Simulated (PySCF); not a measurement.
**Selenium: a sound run and one with changed settings**

Sound run: Se+ [Ar] 3d10 4s2 4p3, Se(2+) [Ar] 3d10 4s2 4p2. Calculation: PySCF 2.14, in aug-cc-pVDZ-DK; the spin-free X2C one-electron Hamiltonian (Gaussian nucleus). In the sound run the correlated levels freeze [Ar] 3d10. The sound run starts from symmetry-adapted Hartree-Fock orbitals and uses a fine grid where one is needed.

A second run was set up differently.

```json
{"species": "Se+", "method": "MP2", "sound run (hartree)": "-2427.70519", "changed run (hartree)": "-2427.66134", "converged": "yes"}
{"species": "Se+", "method": "CCSD(T)", "sound run (hartree)": "-2427.72077", "changed run (hartree)": "-2427.66604", "converged": "yes"}
{"species": "Se(2+)", "method": "MP2", "sound run (hartree)": "-2426.92590", "changed run (hartree)": "-2426.88632", "converged": "yes"}
{"species": "Se(2+)", "method": "CCSD(T)", "sound run (hartree)": "-2426.94297", "changed run (hartree)": "-2426.88814", "converged": "yes"}
```

Ionisation energy of Se+:

```tsv
method	sound run (eV)	changed run (eV)
UHF	20.841	20.841
MP2	21.206	21.089
SCS-MP2	21.078	20.924
CCSD	21.159	21.167
CCSD(T)	21.165	21.168
```

(1) What was changed?
A. basis contracted for another Hamiltonian
B. a valence shell is frozen
C. level shift left on
D. too few SCF iterations

Answers

(1) B. Freezing a valence shell removes pair correlation that changes on ionisation.
